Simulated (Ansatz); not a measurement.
`[OH][GeH]([F])[SH]` + CH₄ → `[CH3][GeH]([F])[SH]` + H₂O at 600 K and 1 bar (formal exchange of groups at a Ge–O bond).

Computed with Ansatz on PBE0-D4/def2-TZVP structures; ΔE is electronic, products minus reactants. CCSD(T)/CBS is the MP2 limit (def2-TZVPP, def2-QZVPP) plus CCSD(T) − MP2 in def2-TZVPP, frozen cores. This one scheme is used for every species. For Ge outer-core shells are correlated without core-valence functions, which leaves a few kJ/mol of doubt a bond. Scalar relativity is left out up to krypton. One conformer a species, not always the lowest.

```
              species  CCSD(T)/CBS energy (Eh)  H − E (kJ/mol)  S (J/(mol·K))
 `[OH][GeH]([F])[SH]`              -2650.74902           141.6          412.7
                  CH₄                -40.46206           140.4          215.7
`[CH3][GeH]([F])[SH]`              -2614.81526           206.6          432.8
                  H₂O                -76.37941            76.8          212.8
```

H − E and S are ideal-gas, rigid-rotor, harmonic terms from PBE0-D4/def2-TZVP, for one conformer and one mirror image of each species. 1 Eh = 2625.50 kJ/mol, R = 8.31446 J/(mol·K).

Q: By hand: ΔE, ΔH, ΔS and ΔG.

A: ΔE = (-2614.81526) + (-76.37941) − (-2650.74902) − (-40.46206) = 0.01641 Eh = 43.1 kJ/mol. Δ(H − E) = 206.6 + 76.8 − 141.6 − 140.4 = 1.4, so ΔH = 44.5 kJ/mol. ΔS = 432.8 + 212.8 − 412.7 − 215.7 = 17.2 J/(mol·K). ΔG = 44.5 − 600 × (17.2)/1000 = 34.2 kJ/mol.

Q: By hand: the equilibrium constant, and the temperature at which ΔG would vanish if ΔH and ΔS stayed fixed.

A: log₁₀ K = −ΔG/(RT ln 10) = -3.0. ΔG = 0 at ΔH/ΔS = 2587 K, far beyond where these terms or the molecules hold.

ΔH outweighs TΔS. A doubt of 5 kJ/mol in ΔE shifts log₁₀ K by 0.4 here. Other conformers and mirror images would add mixing entropy, several J/(mol·K) or more a flexible species. These are equilibria of isolated gas molecules and say nothing of rates. Largest T1 diagnostic: 0.012 (customary marks: 0.02 for closed shells, 0.045 for open ones).
